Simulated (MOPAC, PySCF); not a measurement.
H$_{6}$BN, SMILES `[BH3-][NH3+]`, neutral singlet in the gas phase. 

Cartesian coordinates (Å):
SMILES: [BH3-][NH3+]
```xyz
8

B     -0.8456     0.0655    -0.0274
N      0.8069    -0.0626     0.0261
H     -1.0586     1.1141    -0.5885
H     -1.1963     0.0557     1.1287
H     -1.2128    -0.9009    -0.6525
H      1.2016    -0.0634    -0.9099
H      1.2151     0.7146     0.5374
H      1.0898    -0.9231     0.4861
```
Charge 0, spin multiplicity 1.

All levels are single points at this geometry (B3LYP-D3(BJ)/def2-TZVP); Pople sets use spherical d functions. Orbital energies aren't observables, and empty levels follow the basis.

```tsv
level	HOMO (eV)	LUMO (eV)	gap (eV)	dipole (D)	vertical IE, Delta-SCF (eV)
B3LYP-D3(BJ)/def2-TZVP in PySCF	-7.64	-0.39	7.25	5.40	10.57
PBE-D3(BJ)/def2-TZVP in PySCF	-6.44	-0.85	5.58	5.39	–
B3LYP/3-21G in PySCF	-7.22	1.34	8.56	5.91	–
B3LYP/6-311+G** in PySCF	-7.63	-0.93	6.71	5.44	–
M06-2X/6-31G* in PySCF	-8.83	2.12	10.95	5.62	–
PBE/6-31G* in PySCF	-6.03	0.21	6.24	5.62	–
SVWN5/6-31G* in PySCF	-6.01	0.12	6.12	5.68	–
HF/3-21G in PySCF	-11.00	5.55	16.55	5.95	–
HF/6-31G* in PySCF	-11.10	4.64	15.74	5.67	9.87
AM1 in MOPAC	-10.00	2.04	12.04	5.66	–
PM3 in MOPAC	-11.14	1.45	12.59	5.89	–
PM6 in MOPAC	-10.35	1.61	11.96	5.88	–
PM7 in MOPAC	-10.74	1.55	12.28	5.73	–
```
